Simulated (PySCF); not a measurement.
Species: C₆H₁₁BO₃.
Structure used (PBE0-D3(BJ)/def2-SVP), in Å, numbered top down from 1:
```xyz
21
C6H11BO3 angstrom
C     -2.627    1.280   -0.216
C     -1.408    0.579    0.338
C     -1.738   -0.706    1.072
O     -0.546    0.329   -0.782
C      0.728   -0.020   -0.470
C      1.739    0.945   -0.388
O      2.945    0.665   -0.114
B      3.226   -0.727    0.462
O      2.367   -1.695   -0.353
C      1.176   -1.338   -0.609
H     -3.324    1.543    0.592
H     -3.151    0.624   -0.929
H     -2.337    2.198   -0.745
H     -0.875    1.261    1.030
H     -2.260   -1.407    0.402
H     -2.389   -0.500    1.934
H     -0.828   -1.194    1.453
H      1.512    1.989   -0.652
H      2.799   -0.737    1.611
H      4.394   -0.997    0.302
H      0.506   -2.094   -1.046
```

Level: PBE0/pcSseg-1 in PySCF, non-relativistic, on one gas-phase PBE0-D3(BJ)/def2-SVP geometry that isn't relaxed in the solvent. The solvent is an IEF-PCM continuum (Bondi radii, 1.10 Å for H, scaled by 1.2). Specific hydrogen bonds and non-electrostatic terms are outside this model.

| run | E − E(gas) (kcal/mol) | HOMO (eV) | HOMO–LUMO gap (eV) | dipole (D) |
| --- | --- | --- | --- | --- |
| gas | 0.00 | -7.04 | 4.63 | 4.63 |
| P | -7.23 | -7.07 | 4.79 | 5.71 |
| Q | -5.27 | -7.06 | 4.75 | 5.43 |

Task: The runs were made in acetonitrile and chloroform. Which run belongs to which solvent?

Result: P = acetonitrile, Q = chloroform. The dielectric constants are 4.711 (chloroform), 35.69 (acetonitrile), and the energy falls further as ε rises. In this model the ground state sees the solvent through ε alone.

Task: How constant is the ratio of the lowering to (ε − 1)/(2ε + 1)?

Result: 
```csv
solvent,(ε − 1)/(2ε + 1),E − E(gas) (kcal/mol),ratio (kcal/mol),polarisation term (kcal/mol)
chloroform,0.356,-5.27,-14.8,-5.90
acetonitrile,0.479,-7.23,-15.1,-8.42
```

The ratio changes by +1.9 % in size from chloroform to acetonitrile. The polarisation term is half the interaction of the solute with the induced surface charges.
